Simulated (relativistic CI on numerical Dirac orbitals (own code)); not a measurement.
Ti3+ in a cubic cluster: 2p photoemission with charge transfer

Computed with a charge-transfer multiplet model of a cubic metal-ligand cluster with up to 2 ligand holes, Slater and spin-orbit integrals from Dirac-Coulomb-Breit ions, Slater integrals scaled by 0.8. The ground state mixes d1 with configurations of k ligand holes L, whose averages lie at kΔ + k(k − 1)U_dd/2; a core hole lowers each added d electron by U_cd. 20 K, Lorentzian 0.6 eV and Gaussian 0.8 eV FWHM.

Atomic integrals in eV (Slater integrals scaled, ζ unscaled), ground: F2dd 6.578, F4dd 4.090, zeta_d 0.017; with the core hole: F2dd 6.578, F4dd 4.090, zeta_d 0.032, zeta_core 3.741, F2cd 5.066, G1cd 3.785, G3cd 2.149. Where a configuration has fewer than two d electrons, the dd integrals are those of d2.

Cluster parameters (eV): U_dd = 4.4, U_cd = 5.1, 10Dq = 0.9, 10Dq(ligand) = 0.3, V(eg) = 3.4, V(t2g) = -1.45, final-state hopping factor = 0.8.

| Case | n_d | d1 | d2L | d3L2 | S |
| --- | --- | --- | --- | --- | --- |
| Δ = -0.6 eV | 2.01 | 0.22 | 0.55 | 0.23 | 0.50 |
| Δ = 1.4 eV | 1.86 | 0.31 | 0.52 | 0.17 | 0.50 |
| Δ = 2.4 eV | 1.79 | 0.35 | 0.51 | 0.14 | 0.50 |

Weights, n_d and S are thermal averages at 20 K. Binding energies count from the first peak over 30 % of the highest in each spectrum, which can be another peak from case to case. The parameters are a model scan and need not match a compound or its usual spin state. Peaks in eV (height, largest 100):
- Δ = -0.6 eV: 0.0 (100), 3.0 (12), 6.4 (33), 12.3 (6)
- Δ = 1.4 eV: 0.0 (100), 3.0 (11), 6.1 (33), 11.6 (7)
- Δ = 2.4 eV: 0.0 (100), 3.1 (11), 6.0 (34), 11.2 (8)

For the case Δ = 2.4 eV, Δ = 2.4 eV is smaller than U_dd = 4.4 eV, the charge-transfer side of the Zaanen-Sawatzky-Allen scheme. With the core hole the configuration with one ligand hole lies at Δ − U_cd = -5.7, -3.7, -2.7 eV from the one without, in the order of the table; where this is negative the screened configuration lies lower, though the effective hopping of about 5.6 eV (from the holes of the mixed ground state) mixes the two strongly wherever it is as large as the gap.

With at most 2 ligand holes the space is cut while the next configuration still counts, so covalency is underestimated, and a final configuration with one more ligand hole, which can lie low, is missing from the spectra.
